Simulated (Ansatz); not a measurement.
Reaction (ligand exchange at the Nb–Cl bond): `[NH2][Nb]([OH])(=[S])[Cl]` + NH₃ → `[NH2][Nb]([NH2])([OH])=[S]` + HCl

Program: Ansatz. Geometries: PBE0-D4/def2-TZVP. ΔE: electronic, gas phase. CCSD(T)/CBS adds triple-zeta CCSD(T) − MP2 to the extrapolated MP2 energy (def2 sets, frozen cores). This one scheme is used for every species. DFT in def2-TZVPP. B3LYP here is the variant with VWN-RPA as its local correlation; programs differ in this. HSE06 is defined as in plane-wave codes. def2 core potentials past Kr. For Nb outer-core shells are correlated without core-valence functions, which leaves a few kJ/mol of doubt a bond. Each species was taken in one conformer, which may not be the lowest.

`[NH2][Nb]([OH])(=[S])[Cl]`:

```xyz
8

N    -1.141    0.748    0.594
Nb    0.435    0.064   -0.316
O     0.859   -1.632    0.371
S    -0.074   -0.022   -2.389
Cl    2.213    1.484    0.030
H    -1.238    0.733    1.602
H    -1.973    1.115    0.157
H     0.919   -2.492   -0.050
```

NH₃:

```xyz
4

N    -0.040    0.275    0.045
H    -0.858   -0.268    0.291
H     0.165    0.079   -0.927
H     0.732   -0.087    0.591
```

`[NH2][Nb]([NH2])([OH])=[S]`:

Cartesian coordinates in Å:
```
N -1.160 -0.901 -1.009
Nb -0.130 0.392 0.054
N 0.987 -0.519 1.389
O 1.028 1.316 -1.130
S -1.519 1.656 1.097
H -2.165 -0.987 -1.004
H -0.748 -1.600 -1.611
H 0.874 -0.446 2.389
H 1.736 -1.160 1.164
H 1.096 2.249 -1.340
```

HCl:

Z-matrix (Å, degrees):
```
Cl
H 1 1.279
```

```json
{"level": "LDA (SPW92)", "ΔE (kJ/mol)": "82.0", "difference from CCSD(T)/CBS": "-6.7"}
{"level": "PBE-D4", "ΔE (kJ/mol)": "87.8", "difference from CCSD(T)/CBS": "-0.9"}
{"level": "revPBE-D4", "ΔE (kJ/mol)": "86.8", "difference from CCSD(T)/CBS": "-1.9"}
{"level": "BLYP-D4", "ΔE (kJ/mol)": "86.0", "difference from CCSD(T)/CBS": "-2.7"}
{"level": "r2SCAN-D4", "ΔE (kJ/mol)": "91.0", "difference from CCSD(T)/CBS": "2.3"}
{"level": "B97M-V", "ΔE (kJ/mol)": "94.6", "difference from CCSD(T)/CBS": "5.9"}
{"level": "PBE0-D4", "ΔE (kJ/mol)": "89.0", "difference from CCSD(T)/CBS": "0.3"}
{"level": "B3LYP-D4", "ΔE (kJ/mol)": "87.4", "difference from CCSD(T)/CBS": "-1.3"}
{"level": "r2SCANh-D4", "ΔE (kJ/mol)": "91.0", "difference from CCSD(T)/CBS": "2.3"}
{"level": "r2SCAN0-D4", "ΔE (kJ/mol)": "90.9", "difference from CCSD(T)/CBS": "2.2"}
{"level": "HSE06-D4", "ΔE (kJ/mol)": "89.4", "difference from CCSD(T)/CBS": "0.7"}
{"level": "BHLYP-D4", "ΔE (kJ/mol)": "89.5", "difference from CCSD(T)/CBS": "0.8"}
{"level": "CAM-B3LYP-D4", "ΔE (kJ/mol)": "83.5", "difference from CCSD(T)/CBS": "-5.2"}
{"level": "ωB97X-V", "ΔE (kJ/mol)": "85.1", "difference from CCSD(T)/CBS": "-3.6"}
{"level": "ωB97M-V", "ΔE (kJ/mol)": "85.9", "difference from CCSD(T)/CBS": "-2.8"}
{"level": "B2PLYP", "ΔE (kJ/mol)": "92.3", "difference from CCSD(T)/CBS": "3.6"}
{"level": "PBE-QIDH", "ΔE (kJ/mol)": "93.8", "difference from CCSD(T)/CBS": "5.1"}
{"level": "PBE", "ΔE (kJ/mol)": "88.2", "difference from CCSD(T)/CBS": "-0.5"}
{"level": "revPBE", "ΔE (kJ/mol)": "89.7", "difference from CCSD(T)/CBS": "1.0"}
{"level": "BLYP", "ΔE (kJ/mol)": "87.1", "difference from CCSD(T)/CBS": "-1.6"}
{"level": "r2SCAN", "ΔE (kJ/mol)": "91.3", "difference from CCSD(T)/CBS": "2.6"}
{"level": "PBE0", "ΔE (kJ/mol)": "89.4", "difference from CCSD(T)/CBS": "0.7"}
{"level": "B3LYP", "ΔE (kJ/mol)": "87.9", "difference from CCSD(T)/CBS": "-0.8"}
{"level": "r2SCANh", "ΔE (kJ/mol)": "91.3", "difference from CCSD(T)/CBS": "2.6"}
{"level": "r2SCAN0", "ΔE (kJ/mol)": "91.1", "difference from CCSD(T)/CBS": "2.4"}
{"level": "HSE06", "ΔE (kJ/mol)": "89.7", "difference from CCSD(T)/CBS": "1.0"}
{"level": "BHLYP", "ΔE (kJ/mol)": "88.6", "difference from CCSD(T)/CBS": "-0.1"}
{"level": "RPA@PBE/def2-TZVPP", "ΔE (kJ/mol)": "83.6", "difference from CCSD(T)/CBS": "-5.1"}
{"level": "HF/def2-SVP", "ΔE (kJ/mol)": "85.9", "difference from CCSD(T)/CBS": "-2.8"}
{"level": "CCSD/def2-SVP", "ΔE (kJ/mol)": "81.4", "difference from CCSD(T)/CBS": "-7.3"}
{"level": "CCSD(T)/def2-SVP", "ΔE (kJ/mol)": "83.5", "difference from CCSD(T)/CBS": "-5.2"}
{"level": "SCS-MP2/def2-TZVPP", "ΔE (kJ/mol)": "94.5", "difference from CCSD(T)/CBS": "5.8"}
{"level": "CCSD/def2-TZVPP", "ΔE (kJ/mol)": "84.1", "difference from CCSD(T)/CBS": "-4.6"}
{"level": "CCSD(T)/def2-TZVPP", "ΔE (kJ/mol)": "86.8", "difference from CCSD(T)/CBS": "-1.9"}
{"level": "HF/def2-QZVPP", "ΔE (kJ/mol)": "88.9", "difference from CCSD(T)/CBS": "0.2"}
{"level": "MP2/def2-QZVPP", "ΔE (kJ/mol)": "99.7", "difference from CCSD(T)/CBS": "11.0"}
{"level": "SCS-MP2/def2-QZVPP", "ΔE (kJ/mol)": "95.6", "difference from CCSD(T)/CBS": "6.9"}
{"level": "HF/CBS(def2)", "ΔE (kJ/mol)": "89.0", "difference from CCSD(T)/CBS": "0.3"}
{"level": "MP2/CBS(def2)", "ΔE (kJ/mol)": "100.3", "difference from CCSD(T)/CBS": "11.6"}
{"level": "CCSD/CBS(def2)", "ΔE (kJ/mol)": "85.9", "difference from CCSD(T)/CBS": "-2.8"}
{"level": "CCSD(T)/CBS", "ΔE (kJ/mol)": "88.7", "difference from CCSD(T)/CBS": "0"}
```

What do rigid-rotor, harmonic-oscillator terms from PBE0-D4/def2-TZVP frequencies (298.15 K, 1 bar) make of the CCSD(T)/CBS value? (An estimate is asked.)

The calculation gave: ΔZPE = -12.3 kJ/mol, ΔH = +77.6 kJ/mol, ΔS = 4 J/(mol·K), ΔG = +76.3 kJ/mol.

Largest T1 diagnostic among the species: 0.023, so the coupled-cluster value is less sure than usual.

Leaving LDA and LC-ωPBE aside and taking each functional with its dispersion term where it has one, the values spread over 11.1 kJ/mol, from CAM-B3LYP-D4 to B97M-V. LDA lies −6.2 kJ/mol from PBE without D4. At CCSD(T), def2-SVP lies −5.2 kJ/mol from the extrapolated value and def2-TZVPP −1.9 kJ/mol.

CCSD(T)/CBS has its own doubt, a few kJ/mol and more with outer-core shells, so smaller differences from it don't rank the levels.
